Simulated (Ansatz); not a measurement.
Consider the formal hydrolysis of the Sn–Si bond: `[CH3][SnH]([F])[SiH2]F` + H₂O → `[CH3][SnH]([OH])[F]` + `F[SiH3]`.

Program: Ansatz. Geometries: PBE0-D4/def2-TZVP. ΔE: electronic, gas phase. CCSD(T)/CBS is the MP2 limit (def2-TZVPP, def2-QZVPP) plus CCSD(T) − MP2 in def2-TZVPP, frozen cores. This one scheme is used for every species. DFT in def2-TZVPP. def2 core potentials past Kr. For Sn outer-core shells are correlated without core-valence functions, which leaves a few kJ/mol of doubt a bond. One conformer a species, not always the lowest.

CCSD(T)/CBS gives -19.0 kJ/mol.

(1) Another level gave -30.2 kJ/mol. Which?
A. r2SCAN-D4/def2-TZVPP
B. CCSD(T)/def2-TZVPP
C. PBE0-D4/def2-TZVPP
D. SCS-MP2/def2-TZVPP

Largest T1 diagnostic among the species: 0.013.

Answers

(1) D. SCS-MP2/def2-TZVPP -30.2, CCSD(T)/def2-TZVPP -22.0, PBE0-D4 -4.7, r2SCAN-D4 -17.2 kJ/mol.

The D4 term adds +5.1 kJ/mol with B3LYP and +3.1 kJ/mol with PBE0; it sums over pairs of atoms, weighted by their polarisabilities, and B3LYP, whose exchange is more repulsive, gets the larger term. In def2-TZVPP, CCSD(T) changes the Hartree–Fock value by +12.2 kJ/mol (the triples alone add +0.1 kJ/mol) and MP2 by +9.4 kJ/mol.

B3LYP here is the variant with VWN-RPA as its local correlation; programs differ in this.
